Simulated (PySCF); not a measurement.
Job file and geometry (Å, from GFN2-xTB) of an NMR shielding run on `CC#CB(Cl)BN`, C$_{3}$H$_{6}$B$_{2}$ClN, GIAO PBE0/pcSseg-1 NMR shielding, non-relativistic, gas phase (PySCF 2.14.0, density-fitted response routines); density fitting, a coarse starting grid and PySCF grid level 2 are the driver's defaults:

```
$ OMP_NUM_THREADS=1 python probes_run.py task.json out

{"job": {"kind": "nmr", "xc": "PBE0", "basis": "pcSseg-1"}, "charge": 0, "multiplicity": 1}
C      2.998020     0.802127    -0.303963
C      1.725467     0.144566    -0.118467
C      0.657814    -0.403793     0.030120
B     -0.672011    -1.084205     0.220660
Cl    -0.653865    -2.468040     1.272031
B     -2.073871    -0.587517    -0.550407
N     -2.960286     0.319967     0.001077
H      3.529999     0.333411    -1.132118
H      3.605506     0.713285     0.596942
H      2.849986     1.857384    -0.534510
H     -2.366186    -1.000152    -1.617176
H     -3.807737     0.624814    -0.450227
H     -2.837223     0.748639     0.903799
```

Question: Write the output of this run.

Answer: 
```
coarse grid: 11840 points
cycle   1  E = -682.0360677425  dE =  8.082e-01  |g| = 4.615e-01  |ddm| = 3.636e+00
cycle   2  E = -682.0235351191  dE =  1.253e-02  |g| = 5.337e-01  |ddm| = 1.030e+00
cycle   3  E = -682.0854718716  dE = -6.194e-02  |g| = 1.775e-01  |ddm| = 5.287e-01
cycle   4  E = -682.0930577730  dE = -7.586e-03  |g| = 4.252e-02  |ddm| = 1.500e-01
cycle   5  E = -682.0934337052  dE = -3.759e-04  |g| = 2.006e-02  |ddm| = 4.712e-02
cycle   6  E = -682.0935297842  dE = -9.608e-05  |g| = 2.328e-03  |ddm| = 1.673e-02
cycle   7  E = -682.0935309612  dE = -1.177e-06  |g| = 1.018e-03  |ddm| = 3.533e-03
final grid: 111016 points
cycle   8  E = -682.1288893009  dE = -3.081e-05  |g| = 7.219e-03  |ddm| = 2.867e-02
cycle   9  E = -682.1288844467  dE =  4.854e-06  |g| = 8.623e-03  |ddm| = 1.459e-02
cycle  10  E = -682.1289008509  dE = -1.640e-05  |g| = 1.702e-03  |ddm| = 7.119e-03
cycle  11  E = -682.1289014851  dE = -6.342e-07  |g| = 6.208e-04  |ddm| = 1.848e-03
cycle  12  E = -682.1289015735  dE = -8.842e-08  |g| = 1.583e-04  |ddm| = 5.491e-04
cycle  13  E = -682.1289015792  dE = -5.691e-09  |g| = 3.291e-05  |ddm| = 1.239e-04
cycle  14  E = -682.1289015795  dE = -2.570e-10  |g| = 9.584e-06  |ddm| = 4.736e-05
converged SCF energy = -682.1289015795

GIAO shielding tensors (ppm)
atom      isotropic    diamagn.    paramagn.     s11        s22        s33       span
  0 C      179.365     252.317     -72.952    172.385    173.226    192.484     20.099
  1 C       48.562     274.706    -226.143    -14.657      8.299    152.045    166.702
  2 C       89.597     257.782    -168.185     -5.224     -2.123    276.138    281.363
  3 B       32.727     193.880    -161.153    -54.832     31.676    121.337    176.169
  4 Cl     616.618    1148.475    -531.857    225.286    562.520   1062.048    836.763
  5 B       57.987     196.940    -138.953     12.389     38.406    123.167    110.778
  6 N      145.084     315.105    -170.021     37.382    173.520    224.350    186.968
  7 H       29.339      27.427       1.912     24.893     27.498     35.625     10.732
  8 H       29.368      27.594       1.774     24.501     27.751     35.851     11.350
  9 H       29.378      29.880      -0.502     24.489     27.844     35.801     11.312
 10 H       26.396      29.555      -3.159     24.517     27.099     27.572      3.055
 11 H       27.043      27.853      -0.809     23.349     23.522     34.258     10.909
 12 H       27.550      32.148      -4.598     23.742     25.802     33.106      9.364
```

Size and cost of the density-fitted run: 156 basis functions, 18 s wall time on 1 thread of an Arm Neoverse V1, shared host; peak memory 0.71 GiB.
